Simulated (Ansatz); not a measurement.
```xyz
11

C     0.3551   -1.2323   -0.9556
C     0.1112   -0.0835   -0.3246
Ge   -0.5116    0.0562    1.5226
C     0.3219    1.1727   -1.0603
O     0.1328    2.2657   -0.5897
H     0.7012   -1.2388   -1.9882
H     0.2240   -2.1996   -0.4827
H     0.5094    0.8285    2.3656
H    -0.6473   -1.3818    2.0533
H    -1.8732    0.7587    1.5676
H     0.6765    1.0543   -2.1080
```

Charge 0, multiplicity 1.

Q: List the ωB97M-V/def2-TZVPP orbital energies in eV (Ansatz 0.2.0). (Estimate.)

A: Computed: Occupied: -10866.50, -1362.35, -1210.08, -1210.07, -1210.07, -526.24, -284.09, -282.48, -282.12, -174.13, -123.38, -123.36, -123.35, -36.18, -36.18, -36.16, -36.10, -36.09, -32.33, -25.40, -20.93, -19.36, -17.30, -16.24, -15.76, -14.33, -14.28, -12.11, -11.87, -11.77, -10.66, -10.04. Lowest empty: 0.22, 2.67, 2.69, 2.82, 3.46, 3.52, 4.08, 4.20.
